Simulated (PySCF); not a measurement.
Species: C₆H₅Cl.
Cartesian coordinates in Å at the GFN2-xTB level; atoms count from 1:
```
atom  x, y, z in Å
C1     2.8736   -0.2714    0.1498
C2     1.4435   -0.0871    0.1392
C3     0.2500    0.0927    0.1292
C4    -1.1149    0.2503    0.1243
C5    -2.2079    0.9693    0.0613
Cl6   -2.9751    2.4568   -0.0835
C7    -2.4457   -0.4927    0.2157
H8     3.2792    0.0234    1.1181
H9     3.3359    0.3400   -0.6254
H10    3.1177   -1.3183   -0.0305
H11   -2.7874   -1.0759   -0.6328
H12   -2.7679   -0.8878    1.1732
```

The closed-shell SCF was solved with PySCF and density fitting under several settings on one GFN2-xTB geometry (grid level 2 and gas phase unless stated).

```json
{"settings": "PBE0/pcSseg-1", "basis functions": "151", "SCF cycles": "14", "E (Eh)": "-691.2148", "HOMO (eV)": "-6.56", "LUMO (eV)": "-0.98", "dipole (D)": "2.01"}
{"settings": "PBE0/def2-SVPD", "basis functions": "187", "SCF cycles": "14", "E (Eh)": "-690.9694", "HOMO (eV)": "-6.56", "LUMO (eV)": "-1.02", "dipole (D)": "2.03"}
```

**Question.** Estimate the rows for these settings: (1) PBE0/3-21G; (2) CAM-B3LYP/def2-SVPD, damping 0.3 at the start, DIIS from the seventh cycle.

**Answer.** 
```csv
settings,basis functions,SCF cycles,E (Eh),HOMO (eV),LUMO (eV),dipole (D)
PBE0/3-21G,77,14,-687.7539,-6.49,-0.75,2.21
"CAM-B3LYP/def2-SVPD, damping 0.3 at the start, DIIS from the seventh cycle",187,13,-691.2704,-7.75,0.07,2.00
```

**Question.** Over all rows, what range does the HOMO–LUMO gap span?

**Answer.** From 5.54 eV (PBE0/def2-SVPD) to 7.82 eV (CAM-B3LYP/def2-SVPD, damping 0.3 at the start, DIIS from the seventh cycle). The functional of the narrowest has 25 % exact exchange, that of the widest range-separated exact exchange.

**Question.** And the dipole moment?

**Answer.** From 2.00 D (CAM-B3LYP/def2-SVPD, damping 0.3 at the start, DIIS from the seventh cycle) to 2.21 D (PBE0/3-21G); the largest is 1.10 times the smallest, and the median is 2.02 D.

**Question.** Compare two rows with the functional PBE0: PBE0/3-21G and PBE0/def2-SVPD. Which energy is lower, and by how much?

**Answer.** PBE0/def2-SVPD (187 functions) lies 3.2155 Eh or 2018 kcal/mol below PBE0/3-21G (77 functions).

Whole jobs, the steps after the SCF included, on one thread, Intel Xeon Platinum 8259CL at 2.50 GHz (x86_64), no GPU, on a shared host:

```csv
settings,work after the SCF,wall time,peak memory
PBE0/pcSseg-1,"shieldings, ring-centre shieldings, charges and field gradients",20 s,0.72 GiB
PBE0/def2-SVPD,"6 singlets by full TDDFT, 2 Tamm–Dancoff triplets, polarisability",26 s,0.75 GiB
PBE0/3-21G,"spin–spin couplings from 11 perturbed nuclei, spin–dipole term left out",8.3 s,0.52 GiB
"CAM-B3LYP/def2-SVPD, damping 0.3 at the start, DIIS from the seventh cycle","3 singlets by full TDDFT, 5 Tamm–Dancoff triplets, polarisability",35 s,0.84 GiB
```

Cycle counts include a coarse-grid stage where the run had one.
